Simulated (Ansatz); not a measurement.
The inner images of a band of GaH3O (5 atoms, charge 0, multiplicity 1) are given out of order.

Theory: RKS PBE/def2-TZVP (Ansatz).

Initial state:

```xyz
5
Properties=species:S:1:pos:R:3
Ga 0.488 0.000 0.017
O 0.795 -0.160 1.793
H -0.028 -0.235 2.304
H 1.801 0.132 -0.821
H -1.011 -0.018 -0.464
```

Final state:

```xyz
5
Properties=species:S:1:pos:R:3
Ga -0.288 0.891 -0.685
O 1.175 0.101 1.155
H 0.369 -0.473 1.196
H 1.915 -0.476 0.898
H -1.125 -0.325 0.264
```

Task: Put them in order from the first end to the last, with their energies above the first end.
A.
```xyz
5
Properties=species:S:1:pos:R:3
Ga 0.221 0.112 -0.464
O 0.893 0.182 1.462
H 0.651 -0.510 2.112
H 1.661 -0.159 0.302
H -1.382 0.094 -0.583
```
B.
```xyz
5
Properties=species:S:1:pos:R:3
Ga 0.348 0.041 -0.054
O 0.760 0.084 1.708
H 0.245 -0.446 2.329
H 1.822 -0.009 -0.540
H -1.129 0.049 -0.615
```
C.
```xyz
5
Properties=species:S:1:pos:R:3
Ga 0.257 0.079 -0.200
O 0.747 0.191 1.587
H 0.523 -0.514 2.206
H 1.788 -0.129 -0.133
H -1.270 0.092 -0.632
```
D.
```xyz
5
Properties=species:S:1:pos:R:3
Ga -0.184 0.668 -0.843
O 1.067 0.056 1.126
H 0.615 -0.699 1.542
H 1.981 -0.224 0.948
H -1.433 -0.082 0.055
```
E.
```xyz
5
Properties=species:S:1:pos:R:3
Ga 0.028 0.298 -0.839
O 1.002 0.112 1.340
H 0.820 -0.660 1.910
H 1.752 -0.123 0.751
H -1.557 0.092 -0.333
```

Result: B (+6.4 kcal/mol), C (+27.4 kcal/mol), A (+51.5 kcal/mol), E (+25.7 kcal/mol), D (+23.0 kcal/mol).

Run time: 33 s on 2 threads of AMD EPYC 9R45 96-Core Processor (Zen 5) (shared host), peak memory 0.16 GiB.
